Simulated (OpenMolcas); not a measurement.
## Br³⁺: effect of correlating more closed shells

```json
{"Program": "OpenMolcas 26.06", "Basis": "ANO-RCC-VQZP [7s6p4d2f1g]", "Scalar Hamiltonian": "DKH2, point nucleus", "Active space": "2 electrons in 3 orbitals (4p)", "State averaging": "2S+1 = 3 even, 3 roots; 2S+1 = 1 even, 6 roots", "Spin-orbit coupling": "state interaction with AMFI integrals over the reference wave functions, term energies averaged over their components"}
```

Methods on the same reference wave functions:
A. CASSCF
B. SS-CASPT2, IPEA 0.25 Eh, imaginary shift 0.1 Eh (closed shells correlated: 4s)
C. SS-CASPT2, IPEA 0.25 Eh, imaginary shift 0.1 Eh (closed shells correlated: 3d 4s)

Energies in cm-1 above 4s2 4p2 3P0.

| Level | A | B | C |
| --- | --- | --- | --- |
| 4s2 4p2 3P0 | 0.0 | 0.0 | 0.0 |
| 4s2 4p2 3P1 | 2197 | 2310 | 2300 |
| 4s2 4p2 3P2 | 5083 | 5070 | 5070 |
| 4s2 4p2 1D2 | 18534 | 15720 | 15770 |
| 4s2 4p2 1S0 | 39902 | 33500 | 33550 |

Between B and C the level of the table that moves most is 4s2 4p2 1S0, by 54 cm-1 (lowest in B, highest in C). Moves below CASPT2's spread within the term are not significant.

From A to B the spin-free energies of the other terms of 4s2 4p2 shown, above 3P, scale by factors of 0.79 to 0.81.

The lowest spin-free term lies below A's lowest term by 0.068 hartree in B, 0.152 hartree in C.

What an inner shell adds also hangs on whether the basis holds functions to correlate it.

Term energies are means over components that CASPT2 splits; among the terms shown or strongly mixed into the levels shown the widest spread is 100 cm-1 (4s2 4p2 1D, B). With the s shell closed, the reference lacks s² → p² mixing. Only configurations of the active space appear.
